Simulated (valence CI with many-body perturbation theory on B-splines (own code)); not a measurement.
## Energy levels of Tm54+

Computed by configuration interaction combined with many-body perturbation theory (CI+MBPT): five valence electrons over a frozen Dirac-Fock core [Ne], radial functions for each j: 9 s, 9 p, 8 d, 6 f, 3 g, 1 h, with the one-electron correlation potential Σ1, the two-electron term Σ2, the three-electron term Σ3, Breit, model QED; selected CI, second order for the rest (own B-spline code, finite nucleus).

No measured spectrum was set against this ion. As an estimate, large intervals hold to a few tenths of a per cent, small ones and those within an open d or f shell to about a per cent. Among the levels kept, up to 580 cm⁻¹ of a level comes from second order outside the variational space, and about a tenth of that is noise between levels of different J, which matters for small intervals.

Levels 1 to 45 of 54, with energies above the lowest level, (3s^2 3p1/2^2 3p3/2) J=3/2. "Leading %" is the weight of the configuration and term that name the level; weights of strongly mixed levels are sums over their largest components and can fall short. In the jj column 3d3/2^4 stands for four electrons in 3d with j = 3/2.

```
No.  Configuration  Term    J  E (Ry)  Leading %      g                     Leading jj
  1         3s²3p³   ²P°  3/2   0.000         47  1.350      3s^2 3p1/2^2 3p3/2 (99 %)
  2       3s²3p²3d    ²D  3/2  15.419         40  0.778      3s^2 3p1/2^2 3d3/2 (99 %)
  3         3s²3p³   ⁴S°  3/2  17.762         55  1.452      3s^2 3p1/2 3p3/2^2 (99 %)
  4         3s²3p³   ²D°  5/2  18.566         99  1.188      3s^2 3p1/2 3p3/2^2 (99 %)
  5         3s²3p³   ²P°  1/2  19.594         99  0.650      3s^2 3p1/2 3p3/2^2 (99 %)
  6       3s²3p²3d    ²D  5/2  20.553         32  1.200      3s^2 3p1/2^2 3d5/2 (97 %)
  7          3s3p⁴    ⁴P  5/2  29.246         66  1.459      3s 3p1/2^2 3p3/2^2 (91 %)
  8          3s3p⁴    ²P  3/2  31.280         33  1.148      3s 3p1/2^2 3p3/2^2 (70 %)
  9          3s3p⁴    ²S  1/2  31.356         53  2.073      3s 3p1/2^2 3p3/2^2 (85 %)
 10       3s²3p²3d    ⁴F  5/2  33.030         46  0.956  3s^2 3p1/2 3p3/2 3d3/2 (98 %)
 11       3s²3p²3d    ⁴F  3/2  33.238         33  0.906  3s^2 3p1/2 3p3/2 3d3/2 (92 %)
 12       3s²3p²3d    ⁴D  1/2  33.238         80  0.208  3s^2 3p1/2 3p3/2 3d3/2 (99 %)
 13       3s²3p²3d    ²G  7/2  33.858         50  1.029  3s^2 3p1/2 3p3/2 3d3/2 (97 %)
 14       3s²3p²3d    ²D  5/2  35.839         35  1.170  3s^2 3p1/2 3p3/2 3d3/2 (91 %)
 15       3s²3p²3d    ²P  1/2  36.478         38  1.667  3s^2 3p1/2 3p3/2 3d3/2 (88 %)
 16       3s²3p²3d    ²D  3/2  36.489         26  1.226  3s^2 3p1/2 3p3/2 3d3/2 (78 %)
 17       3s²3p²3d    ⁴D  7/2  37.352         47  1.303  3s^2 3p1/2 3p3/2 3d5/2 (99 %)
 18         3s²3p³   ²P°  3/2  37.481         51  1.301            3s^2 3p3/2^3 (98 %)
 19       3s²3p²3d    ²P  3/2  38.117         44  1.344  3s^2 3p1/2 3p3/2 3d5/2 (95 %)
 20       3s²3p²3d    ²G  9/2  38.228         61  1.185  3s^2 3p1/2 3p3/2 3d5/2 (99 %)
 21       3s²3p²3d    ²F  5/2  38.376         35  1.124  3s^2 3p1/2 3p3/2 3d5/2 (95 %)
 22       3s²3p²3d    ²D  5/2  39.854         41  1.266  3s^2 3p1/2 3p3/2 3d5/2 (93 %)
 23       3s²3p²3d    ²F  7/2  39.874         59  1.118  3s^2 3p1/2 3p3/2 3d5/2 (95 %)
 24       3s²3p²3d    ²D  3/2  40.453         61  0.930  3s^2 3p1/2 3p3/2 3d5/2 (97 %)
 25       3s²3p²3d    ²P  1/2  40.713         54  1.232  3s^2 3p1/2 3p3/2 3d5/2 (95 %)
 26        3s3p³3d   ⁴D°  5/2  44.331         29  1.268  3s 3p1/2^2 3p3/2 3d3/2 (94 %)
 27        3s3p³3d   ⁴D°  3/2  44.480         26  1.270  3s 3p1/2^2 3p3/2 3d3/2 (95 %)
 28        3s3p³3d   ⁴P°  1/2  44.613         44  2.418  3s 3p1/2^2 3p3/2 3d3/2 (96 %)
 29        3s3p³3d   ⁴F°  7/2  45.009         23  1.263  3s 3p1/2^2 3p3/2 3d3/2 (91 %)
 30        3s3p³3d   ²D°  3/2  46.254         27  1.002  3s 3p1/2^2 3p3/2 3d3/2 (81 %)
 31        3s3p³3d   ⁴G°  5/2  47.098         22  0.876  3s 3p1/2^2 3p3/2 3d3/2 (81 %)
 32        3s3p³3d   ⁴D°  1/2  47.376         44  0.558  3s 3p1/2^2 3p3/2 3d3/2 (87 %)
 33          3s3p⁴    ⁴P  3/2  47.843         68  1.482        3s 3p1/2 3p3/2^3 (86 %)
 34        3s3p³3d   ⁴F°  9/2  48.700         48  1.354  3s 3p1/2^2 3p3/2 3d5/2 (98 %)
 35          3s3p⁴    ²D  5/2  49.021         63  1.290        3s 3p1/2 3p3/2^3 (85 %)
 36       3s²3p3d²   ⁴G°  5/2  49.349         44  0.776      3s^2 3p1/2 3d3/2^2 (81 %)
 37        3s3p³3d   ⁴D°  5/2  49.803         31  1.380  3s 3p1/2^2 3p3/2 3d5/2 (95 %)
 38        3s3p³3d   ²F°  7/2  50.363         30  1.255  3s 3p1/2^2 3p3/2 3d5/2 (87 %)
 39          3s3p⁴    ²P  1/2  50.391         46  1.367        3s 3p1/2 3p3/2^3 (74 %)
 40        3s3p³3d   ²D°  3/2  50.467         32  1.137  3s 3p1/2^2 3p3/2 3d5/2 (87 %)
 41          3s3p⁴    ²P  3/2  50.557         41  1.128        3s 3p1/2 3p3/2^3 (76 %)
 42        3s3p³3d   ²F°  7/2  51.523         27  1.173  3s 3p1/2^2 3p3/2 3d5/2 (88 %)
 43        3s3p³3d   ²P°  1/2  52.072         44  0.626  3s 3p1/2^2 3p3/2 3d5/2 (93 %)
 44       3s²3p3d²   ⁴D°  1/2  52.150         37  0.642      3s^2 3p1/2 3d3/2^2 (84 %)
 45       3s²3p3d²   ⁴F°  3/2  52.367         30  0.870      3s^2 3p1/2 3d3/2^2 (66 %)
```

Where two levels of one J and parity lie close, their mixing, g and order are uncertain.

The ionisation energy to 3s²3p² ³P0 of the next ion comes out as 5159.4 eV (NIST: 5157 ± 5 eV (theoretical)). All 54 levels together are meant to be complete up to 54.547 Ry.
